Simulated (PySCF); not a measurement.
SCF from a fresh guess for singlet Cs₂F⁺, at the PBE0 minimum. PySCF input:

```python
from pyscf import gto, scf, dft
mol = gto.M(atom='''
F     -0.000000     0.000000     0.000000
Cs    -0.000000    -0.000000     2.570223
Cs     0.000000    -0.000000    -2.570223''',
    basis={'F': 'def2-TZVP', 'Cs': 'def2-TZVP'},
    ecp={'Cs': 'def2-TZVP'},
    charge=1, spin=0)
mf = dft.RKS(mol, xc='PBE0')
mf.grids.atom_grid = (50, 194)
aux = {'F': 'def2-universal-JKFIT', 'Cs': 'def2-universal-JKFIT'}
mf = mf.density_fit(auxbasis=aux)
mf.conv_tol = 1e-08
mf.diis_space = 10
mf.max_cycle = 60
mf.init_guess = 'minao'
mf.verbose = 4
mf.kernel()
```

Excerpt of the output (cycles and frontier levels):

```
init E= -133.349174802356
  HOMO = -0.748466569777833  LUMO = -0.261845389299819  gap/eV = 13.24164
cycle= 1 E= -139.910975199137  delta_E= -6.56  |g|= 0.871  |ddm|= 2.55
  HOMO = -0.162917151516283  LUMO = -0.120868793205641  gap/eV = 1.14419
cycle= 2 E= -139.045484946997  delta_E= 0.865  |g|= 2.38  |ddm|= 2.46
  HOMO = -0.418457858998655  LUMO = -0.132090447312978  gap/eV = 7.79245
cycle= 3 E= -140.068224956713  delta_E= -1.02  |g|= 0.0642  |ddm|= 1.89
  HOMO = -0.414487884416407  LUMO = -0.135727798012421  gap/eV = 7.58545
cycle= 4 E= -140.069462362704  delta_E= -0.00124  |g|= 0.0343  |ddm|= 0.179
  HOMO = -0.414146463109344  LUMO = -0.134428794346893  gap/eV = 7.61151
cycle= 5 E= -140.069655065452  delta_E= -0.000193  |g|= 0.00985  |ddm|= 0.0339
  HOMO = -0.416716085351725  LUMO = -0.134597801439299  gap/eV = 7.67683
cycle= 6 E= -140.069681972678  delta_E= -2.69e-05  |g|= 0.00165  |ddm|= 0.0109
  HOMO = -0.417098047162829  LUMO = -0.134680846022085  gap/eV = 7.68496
cycle= 7 E= -140.069682601067  delta_E= -6.28e-07  |g|= 4.53e-05  |ddm|= 0.00207
  HOMO = -0.417097624133282  LUMO = -0.1346817635621  gap/eV = 7.68493
cycle= 8 E= -140.069682601642  delta_E= -5.75e-10  |g|= 9.88e-06  |ddm|= 7.32e-05
  HOMO = -0.417092991715427  LUMO = -0.134681617030219  gap/eV = 7.68480
Extra cycle  E= -140.069682601617  delta_E= 2.55e-11  |g|= 1.67e-05  |ddm|= 1.44e-05
converged SCF energy = -140.069682601617
```

No lower solution of this spin was found by a stability analysis within the restricted form, which does not test spin polarisation.

The search for the lowest solution, with the stability check, took 3.4 s on 2 threads of a shared Arm Neoverse N1 host, with 89 basis functions; the process peaked at 0.29 GiB. Launch command: `OMP_NUM_THREADS=2 python axn.py task.json out`.
